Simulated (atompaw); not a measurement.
**What one change does to a pseudopotential (Pb, PAW (atompaw))**

Pb, PAW, made with atompaw 4.2.0.5 (PBEsol, scalar-relativistic). Core [Xe] 4f14 5d10, reference 6s1.75 6p2.25. Waves: 6s (bound); 6s channel at 2.6 Ry; 6p (bound); 6p channel at 0.5 Ry; 6d channel at 0.2 Ry. Local part: troulliermartins scheme with l = 3 at 1 Ry, radius 2.30 bohr. Core correction: smooth core density matched at 1.65 bohr. Augmentation charge: besselshape compensation charge, radius 2.65 bohr; PAW radius 2.75 bohr; waves and projectors: bloechl.

Change: added wave 6d channel at 2.5 Ry.

Cutoffs: the cutoffs (Ry, on a coarse ladder) from which the occupation-weighted sum of valence levels, in a spherical-Bessel basis at the reference potential, stays within 10 and 1 mRy of its value at 400 Ry; they do not see the model core or the augmentation charge, which bear on the density cutoff.

**Question.** What does the change do?

**Answer.** The potential gets neither clearly harder nor softer (25 Ry and 35 Ry → 25 Ry and 35 Ry); the bound ghosts move from p, s to d, p, s; the range in which the d phases agree widens (upper end 0.5 → at the end of the scan).

| quantity | base | changed |
| --- | --- | --- |
| cutoff, loose | 25 Ry | 25 Ry |
| cutoff, tight | 35 Ry | 35 Ry |
| bound ghosts | s, p | s, d, p |
| s: phases at 2.76 bohr within 0.05 rad from the reference energy up to (Ry; the scan ends near 5) | to the end of the scan | to the end of the scan |
| p: phases at 2.76 bohr within 0.05 rad from the reference energy up to (Ry; the scan ends near 5) | 3.7 | 3.7 |
| d: phases at 2.76 bohr within 0.05 rad from the reference energy up to (Ry; the scan ends near 5) | 0.5 | to the end of the scan |
| lowest overlap eigenvalue by channel | s 0.18, p 0.00, d 1.00 | s 0.18, p 0.00, d 0.43 |

 A true bound ghost makes a file unfit for plane-wave use even where its test errors are small: the radial tests pick states by their node count and pass the ghost by. The cutoffs see the waves, projectors and local potential, not the compensation charge or the core.
